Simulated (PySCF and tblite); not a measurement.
The numbers below are computed, except where a source is named.
MeOCH2CF3, C₃H₅F₃O, numbered as in [CH3:1][O:2][CH2:3][C:4]([F:5])([F:6])[F:7].

Search: ETKDG and KDG, MMFF94s, GFN2-xTB, 60 starts; geometries at GFN2-xTB. Energies: B3LYP-D3(BJ)/def2-TZVP (IEF-PCM, tetrahydrofuran), with GFN2-xTB thermal terms (modes under about 100 cm⁻¹ blended into free rotors). Symmetry numbers and mirror images are counted. Conformers within 3 kcal/mol (GFN2-xTB free energy) were kept, 10 at most. GIAO shieldings: B97-2/pcSseg-1 (IEF-PCM, tetrahydrofuran). Shifts are against TMS (¹H), TMS (¹³C) at the same level. Programs: PySCF with density fitting and tblite.

Torsions listed: C1–O2–C3–C4. Of a mirror pair one member is shown.

```tsv
conformer	shape	symmetry	E(GFN2) kcal/mol	E(DFT) kcal/mol
1	180°	Cs	1.15	0.00
2	71°	C1 (pair)	0.00	0.67
```

**Question.** How much do the weights at 298.15 K and the averaged shift of H3 depend on how the conformers are weighted?

**Answer.** 
```csv
weighting,1 (%),2 (%),δ (ppm),rms dipole (D)
"DFT energy with thermal terms, symmetry and mirror images (full scheme)",72,28,4.05,3.49
DFT energy with symmetry and mirror images,61,39,4.07,3.34
bare DFT energy,76,24,4.04,3.54
GFN2-xTB energy with symmetry and mirror images,7,93,4.16,2.46
GFN2-xTB free energy,11,89,4.16,2.53
leading conformer alone,100,0,4.00,3.85
equal weights,50,50,4.09,3.18
```

The largest departure from the full scheme, 0.11 ppm, comes with: GFN2-xTB energy with symmetry and mirror images.
